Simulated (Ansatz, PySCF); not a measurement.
Ga(Cl)2(NH3) (Cl₂GaH₃N), SMILES [Cl][Ga+]([Cl])<-[NH3] (connectivity only; charge and spin as stated), charge +1, multiplicity 1. Atoms are numbered in the order given.

```xyz
7

Ga    -0.0002    -0.0794    -0.0214
Cl     1.4012     0.9468    -1.1895
Cl    -1.4041     0.2760     1.4903
N      0.0075    -2.0554    -0.5055
H     -0.5595    -2.2433    -1.3445
H     -0.3788    -2.6385     0.2493
H      0.9554    -2.3980    -0.7143
```
Charge +1, spin multiplicity 1.

Coordinates come from a B3LYP-D3(BJ)/def2-SVP optimisation. The spin state was assumed, not searched. The isomer is the one that the SMILES or the coordinates give; other isomers of the formula were not compared.

Two levels are set side by side: PBE-D3(BJ)/def2-SVP (Ansatz, a quantum-chemistry and plane-wave program) and B3LYP-D3(BJ)/def2-SVP (Ansatz). Each level has its own optimised geometry; the coordinates shown are those of the second. Frequencies come from the Hessian of PySCF at each geometry. Differences are taken from unrounded values.

```
quantity                            B3LYP-D3(BJ)
----------------------------------  ------------
mean bond length (Å)                       1.552
bond Ga1–Cl2 (Å)                           2.093
bond Ga1–Cl3 (Å)                           2.093
bond Ga1–N4 (Å)                            2.034
bond N4–H5 (Å)                             1.030
bond N4–H6 (Å)                             1.029
bond N4–H7 (Å)                             1.029
highest harmonic wavenumber (cm⁻¹)          3501
mean harmonic wavenumber (cm⁻¹)             1210
zero-point energy (kcal/mol)               25.96
```

What does PBE-D3(BJ) give, and how far is it from B3LYP-D3(BJ)? (The exact figures need the calculation; the answer reports its results.)


```tsv
quantity	PBE-D3(BJ)	PBE-D3(BJ) minus B3LYP-D3(BJ)
mean bond length (Å)	1.558	0.006
bond Ga1–Cl2 (Å)	2.097	0.004
bond Ga1–Cl3 (Å)	2.097	0.004
bond Ga1–N4 (Å)	2.043	0.008
bond N4–H5 (Å)	1.037	0.007
bond N4–H6 (Å)	1.036	0.007
bond N4–H7 (Å)	1.036	0.007
highest harmonic wavenumber (cm⁻¹)	3438	-64
mean harmonic wavenumber (cm⁻¹)	1182	-28
zero-point energy (kcal/mol)	25.35	-0.60
```

GGA bonds tend to be longer and softer than those of functionals with exact exchange. Differences between two approximate levels are no errors against the true value.
